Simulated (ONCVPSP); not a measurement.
## Potentials for Ce (Z = 58) compared

Generated with ld1.x 7.5 (TM, RRKJ, ultrasoft, PAW), atompaw 4.2 or ONCVPSP 4.0.1. The cutoff is in Ry: for ld1.x and atompaw files where the sum of valence levels is converged to 10 mRy in a Bessel basis, for ONCV files where the hardest occupied wave has 1 mHa per electron of residual kinetic energy. The error is the largest all-electron minus pseudo excitation energy over each file’s own four to seven test configurations (ionisations up to +4, promotions, holes and added fractions of an electron), all of which were solved. The labels leave out finer settings (local radius, basis sizes, second energies), which also bear on the numbers. Spin-polarised tests are not counted. The rows are a selection from randomly drawn settings: files with unsolved tests, undetermined cutoffs or missed reference levels are left out.

A true bound ghost makes a file unfit for plane-wave use even where its test errors are small: the radial tests pick states by their node count and pass the ghost by.

```tsv
potential	cutoff (Ry)	largest error (meV)	bound ghosts
ONCV, PW91, scalar-relativistic, rc 2.65/2.05/3.80/1.80 (spdf), local smoothed, core correction no, reference 4f1 5s2 5p6 5d1 6s1, qcut 4.6/3.9/3.5/10.4, projectors 2/3/1/1	84	+61	none
ONCV, PBEsol, scalar-relativistic, rc 2.25/2.25/3.65/0.95 (spdf), local f, core correction yes, reference 4f1 5s2 5p6 5d1 6s1, qcut 5.2/7.2/3.6/21, projectors 2/3/2/0	302	-60	s, p, d
ONCV, LDA (Perdew-Zunger), scalar-relativistic, rc 2.45/2.85/1.05/1.55 (spdf), local smoothed, core correction yes, reference 4d10 4f1 5s2 5p6 5d1 6s1.75, qcut 5.2/4.9/13.4/13, projectors 2/2/2/1	147	-5.7	s, p
```

Problem. Fill in the row for Ce: ONCV, PBE, fully relativistic, rc 2.80/2.25/1.20/1.35 (spdf), local smoothed, core correction no, reference 4d10 4f1 5s2 5p6 5d1 6s2, qcut 4.3/6.5/14.2/11.1, projectors 2/2/3/2.

Solution. cutoff 142 Ry, largest error +318 meV, bound ghosts: s.

Problem. Fill in the row for Ce: ONCV, PBE, scalar-relativistic, rc 2.65/2.05/3.25/1.30 (spdf), local f, core correction yes, reference 4f1 5s2 5p6 5d1 6s2, qcut 5.7/4.2/4.6/10.9, projectors 2/2/2/0.

Solution. cutoff 119 Ry, largest error -8.0 meV, bound ghosts: s, p.
